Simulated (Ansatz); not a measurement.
Born–Oppenheimer molecular dynamics of ClH3O2Si (7 atoms, charge 0, multiplicity 1). It starts from a relaxed structure.

Level of theory: RKS PBE/def2-SVP (Ansatz 0.2.0).

```
ensemble        : NVT, Nosé–Hoover chain
time step       : 0.5 fs
steps asked     : 300
set temperature : 1000 K
thermostat      : time constant 20 fs, chain length 5
masses          : H 3.016 u
seed            : 17157
```

First frame:

```xyz
7
Properties=species:S:1:pos:R:3
O -0.008 1.506 -0.568
Si 0.120 0.132 0.350
O 0.760 -1.098 -0.577
Cl -1.734 -0.534 1.054
H -0.433 1.395 -1.438
H 0.952 0.514 1.521
H 0.405 -1.984 -0.388
```

(1) How far do the bonds stretch over the last three quarters of this one trajectory? (Pairs bonded in most of those frames.)

Answers

(1) 
```
   bond  mean (Å)  spread (Å)  shortest  longest
 O1–Si2     1.672       0.021      1.63     1.72
  O1–H5     0.987       0.044      0.92     1.06
 Si2–O3     1.662       0.013      1.64     1.70
Si2–Cl4     2.104       0.057      2.02     2.19
 Si2–H6     1.512       0.077      1.38     1.64
  O3–H7     0.980       0.019      0.95     1.02
```

Mean temperature of the second half: 947 K. The conserved energy stayed within 0.31 meV per atom of its start (net change 0.09 meV per atom), so the integration is sound. A run of 0.15 ps of so small a system gives no equilibrium averages.

The run took 11 min on 1 thread of Arm Neoverse N1 (shared host), peak memory 0.11 GiB.
